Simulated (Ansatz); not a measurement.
```yaml
crystal:
  periodic: [true, true, true]
  atoms:
    - {symbol: C, position_ang: [-1.660344, 1.066037, -0.465466]}
    - {symbol: C, position_ang: [-0.388208, 1.418447, -0.664475]}
    - {symbol: In, position_ang: [0.625806, 0.542112, -2.459339]}
    - {symbol: Ge, position_ang: [1.171193, -1.398887, 0.880895]}
    - {symbol: H, position_ang: [-2.177816, 0.360783, -1.120353]}
    - {symbol: H, position_ang: [-2.275422, 1.446569, 0.351184]}
    - {symbol: H, position_ang: [0.033670, 2.131969, 0.047735]}
    - {symbol: H, position_ang: [1.590071, -1.207160, -0.595832]}
    - {symbol: H, position_ang: [1.385862, -0.088846, 1.643914]}
    - {symbol: H, position_ang: [2.059250, -2.503498, 1.476362]}
    - {symbol: H, position_ang: [-0.298764, -1.824326, 0.925676]}
basis:
  gaussian: {orbitals: def2-TZVPP}
hamiltonian: {xc: {name: r2SCAN}, dispersion: d3bjatm}
accuracy: high
scf: {lower_state_search: light}
output: {forces: true}
```

```sh
$ ansatz run in.yaml --threads 4 --pin off --events-out ev --progress --plain --max-ram 10444MiB
```

Q: How does Ansatz answer? (Best estimate.)

A: Ansatz gave: The input was rejected before any iteration.
```
Error: YAML parse error: error: line 2 column 3: crystal: missing field `lattice` (a structure is typed as `lattice` and `atoms`, a molecule's as `atoms` in Å alone, or read from a run's directory, `checkpoint`)
 --> <input>:2:3
1 | crystal:
2 |   periodic: [true, true, true]
3 |   atoms:
4 |     - {symbol: C, position_ang: [-1.660344, 1.066037, -0.465466]}
```
